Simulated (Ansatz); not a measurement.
System: C₂H₆ClGa, charge 0, multiplicity 1. SMILES: [CH3][Ga]([CH3])[Cl]
Coordinates optimised at B3LYP-D3(BJ)/def2-TZVP (Ansatz, a first-principles code):
```
Ga
C 1 1.9679
H 2 1.0894 1 112.09
H 2 1.0909 3 109.29 1 121.40
H 2 1.0912 3 109.16 4 117.42
C 1 1.9679 2 133.26 3 -1.80
H 6 1.0894 1 112.08 2 -4.54
H 6 1.0907 7 109.37 1 121.55
H 6 1.0914 7 109.07 8 117.42
Cl 1 2.1917 2 113.36 3 178.06
```
Charge 0, spin multiplicity 1.

Computed values are from Ansatz. Correlated levels leave the core frozen unless marked. Open shells are spin-unrestricted. Spin-orbit coupling is left out. The frozen core is the preceding noble-gas configuration, with the filled d and f shells of earlier blocks. Non-relativistic. Basis-set limits of correlation are two-point, X^-3; Hartree-Fock from the larger set. [CCSD(T)-MP2]/basis is that difference in the basis named.

```json
{
 "atomisation energy De": "830.3 kcal/mol at CCSD(T)/CBS(def2-TZVPPD,def2-QZVPPD)",
 "vertical ionisation energy (to the doublet)": "10.26 eV at RI-MP2/CBS(def2-TZVPPD,def2-QZVPPD)+[CCSD(T)-MP2]/def2-TZVPPD",
 "total_energy": "-2462.9238 Eh at CCSD(T)/CBS(def2-TZVPPD,def2-QZVPPD)",
 "dipole_moment": "2.91 D at CCSD(T)/def2-SVPD",
 "T1 diagnostic": "0.009 at CCSD/def2-QZVPPD"
}
```
